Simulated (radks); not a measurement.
Question: Coherent X-ray form factor from a spherical all-electron density. Method: scalar-relativistic Kohn-Sham, PBEsol, spin-polarised, spherical densities, point nucleus; computed with a radial shooting solver on a logarithmic mesh with Libxc functionals.

sin(theta)/lambda (1/angstrom),f0 (electrons)
0.05,72.332
0.1,70.445
0.15,67.636
0.2,64.275
0.25,60.696
0.3,57.138
0.4,50.583
0.5,44.993
0.6,40.258
0.8,32.610
1,26.715
1.25,21.409
1.5,17.987
2,14.171

The species is in the configuration that NIST lists as its ground one. Which atom or ion scatters so?

Answer: The osmium ion Os3+, [Xe] 4f14 5d5. Extrapolating in s^2 from the first two rows gives f0(0) = 73.0, near the electron count 73; among species with that count, the fall with angle is slower the higher Z, and the table is that of Z = 76; from so few rows the species is fixed only to a neighbour or two.
